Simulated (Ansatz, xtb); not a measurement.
A geometry optimisation of ClH3Si3+ with r2SCAN-D4/def2-SVP

The starting geometry of this gas-phase doublet has its atoms placed at random.

```yaml
atoms:
  - { symbol: Cl, position_ang: [-0.2762, -1.6634, -0.0871] }
  - { symbol: Si, position_ang: [0.4581, 0.8341, -0.6994] }
  - { symbol: Si, position_ang: [-1.5896, 0.7557, -0.3924] }
  - { symbol: Si, position_ang: [1.1005, -1.2354, 1.3522] }
  - { symbol: H, position_ang: [-1.3777, -0.2415, 0.3841] }
  - { symbol: H, position_ang: [1.3454, -1.1088, 0.1149] }
  - { symbol: H, position_ang: [-0.3181, -0.8472, 1.5975] }
```

**Question.** Guess where an optimisation with r2SCAN-D4/def2-SVP ends from this start.

**Answer.** It ends as a structure with Cl1 bridging Si2 and Si4, H6 bridging Si2 and Si4, H7 bridging Si3 and Si4, given below by its coordinates. Distances that change by over a tenth: Cl1–Si4 (2.04 → 2.24 Å), Cl1–H6 (1.73 → 2.66 Å), Si2–Si3 (2.07 → 2.42 Å), Si3–H5 (1.28 → 1.50 Å), Si4–H6 (1.27 → 1.71 Å), Si4–H7 (1.49 → 1.71 Å). Contacts that close: Cl1–Si2 (2.67 → 2.40 Å), Si2–H6 (2.29 → 1.69 Å), Si3–H7 (2.85 → 1.67 Å).

The energy falls by 8.80 eV over 24 steps:

```json
{"step": "1", "E − E(last) (eV)": "8.796"}
{"step": "4", "E − E(last) (eV)": "3.556"}
{"step": "6", "E − E(last) (eV)": "2.295"}
{"step": "9", "E − E(last) (eV)": "1.369"}
{"step": "11", "E − E(last) (eV)": "1.255"}
{"step": "14", "E − E(last) (eV)": "0.943"}
{"step": "16", "E − E(last) (eV)": "0.594"}
{"step": "19", "E − E(last) (eV)": "0.007"}
{"step": "21", "E − E(last) (eV)": "0.001"}
{"step": "24", "E − E(last) (eV)": "0.000"}
```

Final geometry (Å):

| atom | x (Å) | y (Å) | z (Å) |
| --- | --- | --- | --- |
| Cl | -0.0686 | -2.2131 | -0.4754 |
| Si | 0.6571 | -0.0435 | -1.1863 |
| Si | -1.0124 | 0.6625 | 0.4201 |
| Si | 0.8879 | -1.2864 | 1.3304 |
| H | -2.3193 | -0.0665 | 0.3382 |
| H | 1.6437 | -0.2795 | 0.1670 |
| H | -0.4461 | -0.2800 | 1.6759 |

From the same start GFN2-xTB ends elsewhere, differing in Cl1–Si2 (3.64 against 2.40 Å here), Si2–Si4 (2.39 against 2.82 Å here), Si2–H6 (3.13 against 1.69 Å here), Si3–H7 (5.29 against 1.67 Å here).

From so rough a start the end depends on the optimiser's path, so another program may land elsewhere. No frequencies were run, so the end isn't proven a minimum. Open shells are spin-unrestricted. Run with Ansatz 0.2.0, 5.4 min on 2 threads of AMD EPYC 7R43 64-Core Processor (Zen 3), with other jobs on the host.
